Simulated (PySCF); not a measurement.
# In₂⁺ at TPSSh

Computed with TPSSh; PySCF, scalar-relativistic core potentials, basis sets In def2-SVP with ECP28.

```
state                          : ²Σg⁺ (doublet), unpaired electrons σ ↑
bond length                    : 3.577 Å
harmonic wavenumber            : 68.0 cm⁻¹
force constant                 : 0.157 mdyn/Å
rotational constant Be         : 0.02293 cm⁻¹
anharmonicity ωexe             : 0.236 cm⁻¹
vibration–rotation constant αe : 0.000105 cm⁻¹
well depth De to In⁺ + In      : 138 kJ/mol
dissociation energy D0         : 137 kJ/mol
bond order (Mayer)             : 0.56
```

Spin–orbit coupling is left out, which matters for elements this heavy, above all for dissociation energies. The state was picked by a PBE0 search and need not be the measured ground state.
